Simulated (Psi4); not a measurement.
Conformational energy of SMILES CCCCC#N. Scanned: dihedral C2–C3–C4–C5; all other coordinates were relaxed at GFN2-xTB. Points at φ and −φ are mirror images.

Geometry of the scan point at 120° (Å):
```
15

C      2.0079     0.5076     0.5953
C      0.6133     0.5617    -0.0158
C     -0.1397    -0.7504     0.1933
C     -1.5584    -0.7099    -0.4153
C     -1.7215    -1.7278    -1.4200
N     -1.8263    -2.5432    -2.2145
H      1.9497     0.3219     1.6657
H      2.5926    -0.2891     0.1408
H      2.5294     1.4486     0.4383
H      0.0501     1.3803     0.4397
H      0.6957     0.7651    -1.0862
H      0.4307    -1.5638    -0.2615
H     -0.2069    -0.9592     1.2625
H     -2.3223    -0.8653     0.3507
H     -1.7460     0.2601    -0.8841
```

Level of theory: PBE-D3(BJ)/def2-TZVP // GFN2-xTB in Psi4.

Scanned values (°): -160, -140, -120, -100, -80, -60, -40, -20, 0, 20, 40, 60, 80, 100, 120, 140, 160, 180.

**Question.** At which scan points does the profile have its minima and maxima, and how high do they lie?

**Answer.** Lower than their neighbours: -60° (0.0 kJ/mol), 60° (0.0 kJ/mol), 180° (0.7 kJ/mol). Higher than their neighbours: -120° (12.3 kJ/mol), 0° (15.9 kJ/mol), 120° (12.3 kJ/mol). The whole profile spans 15.9 kJ/mol.
